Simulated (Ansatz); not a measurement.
# Ligand exchange: C2H2FI + BH2I → C2HFI2 + BH3

Gas-phase species: C2H2FI `C=C(F)I`, singlet; BH2I `BI`, singlet; C2HFI2 `F/C(I)=C\I`, singlet; BH3 `B`, singlet. The partners trade H for I: C–H and B–I bonds give way to C–I and B–H.

Shapes, held fixed at every level: PBE0-D4/def2-TZVP. Programs: Ansatz 0.2.0. The zero-point and thermal change to 298 K, harmonic and unscaled (PBE0-D4/def2-TZVP), is -6.6 kJ/mol.

```
               level                    kind  ΔH(298 K) (kJ/mol)  less CCSD(T)/def2-TZVPP
    SPW92/def2-TZVPP                     LDA              +132.5                     +9.7
   PBE-D4/def2-TZVPP                     GGA              +124.6                     +1.8
r2SCAN-D4/def2-TZVPP                meta-GGA              +127.6                     +4.8
 B3LYP-D4/def2-TZVPP           global hybrid              +118.4                     -4.4
  wB97X-V/def2-TZVPP  range-separated hybrid              +121.0                     -1.8
      MP2/def2-TZVPP     perturbation theory              +119.1                     -3.7
    CCSD(T)/def2-SVP   coupled cluster or CI              +132.3                     +9.5
  CCSD(T)/def2-TZVPP   coupled cluster or CI              +122.8                      0.0
```

The highest level, CCSD(T)/def2-TZVPP, gives ΔH(298 K) = +122.8 kJ/mol; the levels span +118.4 to +132.5. The column of differences is taken from that level and isn't an error. No measured value is set beside it here. For atoms past krypton def2 sets carry core potentials with scalar relativity. Outer-core shells of I are correlated, in sets that cover them unevenly.
